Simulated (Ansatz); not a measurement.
`NC(F)([SiH3])S` + `CSCS` → `CSCS[SiH3]` + `NC(F)S`  (ligand exchange at the Si–C bond)

Isolated molecules relaxed with PBE0-D4/def2-TZVP in Ansatz; ΔE leaves out vibrations. CBS: MP2 limit from def2 TZ/QZ plus the TZ coupled-cluster correction, frozen cores. Functionals use def2-TZVPP. HSE06 is defined as in plane-wave codes. Each species was taken in one conformer, which may not be the lowest.

```csv
level,ΔE (kJ/mol),difference from CCSD(T)/CBS
LDA (SPW92),-68.6,2.5
revPBE-D4,-72.4,-1.3
B97M-V,-75.6,-4.5
PBE0-D4,-76.3,-5.2
r2SCANh-D4,-75.0,-3.9
HSE06-D4,-76.4,-5.3
CAM-B3LYP-D4,-67.7,3.4
ωB97M-V,-69.8,1.3
r2SCAN,-73.1,-2.0
r2SCANh,-74.4,-3.3
LC-ωPBE,-71.3,-0.2
HF/def2-SVP,-71.7,-0.6
CCSD/def2-SVP,-61.2,9.9
CCSD(T)/def2-SVP,-60.0,11.1
SCS-MP2/def2-TZVPP,-71.4,-0.3
MP2/def2-QZVPP,-75.1,-4.0
CCSD(T)/CBS,-71.1,0
```

Largest T1 diagnostic among the species: 0.013.

From PBE to PBE0 (25 % exact exchange), in def2-TZVPP and without D4, ΔE moves by −4.5 kJ/mol. Leaving LDA and LC-ωPBE aside and taking each functional with its dispersion term where it has one, the values, not all of them listed here, spread over 10.6 kJ/mol, from r2SCAN0-D4 to BLYP-D4.
